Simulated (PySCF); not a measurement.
Computed shifts of a molecule CH₁₀N₂Si₂, PBE0/pcSseg-1 (PySCF), GIAO, gas phase, equivalent atoms averaged, in ppm (number of nuclei): ¹⁵N: 34.3 (1), -5.5 (1). ¹³C: 28.9 (1). ²⁹Si: -46.0 (1), -70.9 (1). ¹H: 5.33 (2), 4.07 (1), 3.67 (1), 2.87 (1), 2.60 (1), 0.25 (1), 0.03 (1), -0.28 (1), -0.38 (1). References: ¹⁵N against NH3 (σ = 267.4 ppm); ¹³C against TMS (σ = 186.3 ppm); ²⁹Si against TMS (σ = 352.7 ppm); ¹H against TMS (σ = 31.56 ppm), references at their B3LYP-D3(BJ)/def2-TZVP geometries, non-relativistic. The structure is a stationary point at B3LYP-D3(BJ)/def2-SVP. The values are those of a single conformer.

### Question
Identify the compound among the candidates.
(A) CN([SiH3])[SiH2]N
(B) CN[Si@H](N)[SiH3]
(C) N[SiH](N)C[SiH3]
(D) NC[SiH2][SiH2]N

### Answer
D, NC[SiH2][SiH2]N
